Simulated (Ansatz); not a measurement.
Two isomers of CH6BNOSi: A = `N=C([SiH3])BO`, B = `B/N=C(/O)[SiH3]`.

Program: Ansatz. Geometries: PBE0-D4/def2-TZVP. ΔE: electronic, gas phase. CCSD(T)/CBS is the MP2 limit (def2-TZVPP, def2-QZVPP) plus CCSD(T) − MP2 in def2-TZVPP, frozen cores. DFT in def2-TZVPP. B3LYP here is the variant with VWN-RPA as its local correlation; programs differ in this. Each species was taken in one conformer, which may not be the lowest.

Problem. Which is lower in electronic energy at CCSD(T)/CBS, and by how much? (Estimate.)

Solution. The calculation gave: A, by 11.7 kcal/mol.

Problem. Give E(B) − E(A) in kcal/mol with CCSD/def2-TZVPP, BLYP-D4, PBE0-D4, B3LYP-D4, r2SCAN-D4, HF/def2-TZVPP, PBE-D4. (An estimate is asked.)

Solution. Ansatz gave: CCSD/def2-TZVPP 12.2, BLYP-D4 5.8, PBE0-D4 7.0, B3LYP-D4 7.0, r2SCAN-D4 6.1, HF/def2-TZVPP 11.6, PBE-D4 5.1. None reverses the order clearly.

Problem. Does the order hold for the free energy at 298.15 K (harmonic terms from PBE0-D4)? (An estimate is asked.)

Solution. Ansatz gave: Yes: G(B) − G(A) = +10.1 kcal/mol, for one conformer each.

Largest T1 diagnostic: 0.015.

Leaving LDA and LC-ωPBE aside and taking each functional with its dispersion term where it has one, the values, not all of them listed here, spread over 4.5 kcal/mol, from PBE-D4 to ωB97M-V. LDA lies −2.9 kcal/mol from PBE without D4. At CCSD(T), def2-SVP lies −1.5 kcal/mol from the extrapolated value and def2-TZVPP +0.1 kcal/mol.
